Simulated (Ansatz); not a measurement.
Calculated with Ansatz (gas phase, PBE0-D4/def2-TZVP geometries, no zero-point term in ΔE). CBS: MP2 limit from def2 TZ/QZ plus the TZ coupled-cluster correction, frozen cores. This one scheme is used for every species. Double bonds are as drawn, so ΔE can hold a change between cis and trans. For Br outer-core shells are correlated without core-valence functions, which leaves a few kJ/mol of doubt a bond. Scalar relativity is left out up to krypton. One conformer a species, not always the lowest.

Reaction (substitution at a C–C bond): `C=C/C(F)=C\F` + HBr → `F/C=C(\F)Br` + `C=C`

`C=C/C(F)=C\F`:

```xyz
10

C     0.675   -0.954    1.432
C    -0.062   -0.089    0.738
C     0.047    0.093   -0.688
F     0.953   -0.667   -1.322
C    -0.657    0.938   -1.438
F    -1.579    1.732   -0.892
H     1.414   -1.581    0.949
H     0.554   -1.052    2.502
H    -0.800    0.536    1.227
H    -0.545    1.045   -2.508
```

HBr:

Z-matrix (Å, degrees):
```
Br
H 1 1.420
```

`F/C=C(\F)Br`:

Z-matrix (Å, degrees):
```
C
C 1 1.323
F 1 1.330 2 121.0
H 1 1.080 2 123.5 3 -180.0
Br 2 1.864 1 122.6 3 180.0
F 2 1.319 1 122.7 3 -0.0
```

`C=C`:

```xyz
6

C    -0.376    0.218    0.499
C     0.376   -0.218   -0.499
H    -0.150   -0.026    1.531
H    -1.250    0.836    0.325
H     0.150    0.026   -1.531
H     1.250   -0.836   -0.325
```

| species | CCSD(T)/CBS(def2) energy (Eh) |
| --- | --- |
| `C=C/C(F)=C\F` | -354.13633 |
| HBr | -2573.91920 |
| `F/C=C(\F)Br` | -2849.54834 |
| `C=C` | -78.48111 |

Question: Work out ΔE.

Answer: ΔE = (-2849.54834) + (-78.48111) − (-354.13633) − (-2573.91920) = 0.02608 Eh = +68.5 kJ/mol.

Largest T1 diagnostic among the species: 0.012.

From PBE to PBE0 (25 % exact exchange), in def2-TZVPP and without D4, ΔE moves by +4.1 kJ/mol. In def2-TZVPP, CCSD(T) changes the Hartree–Fock value by −5.7 kJ/mol (the triples alone add −0.5 kJ/mol) and MP2 by −6.7 kJ/mol.
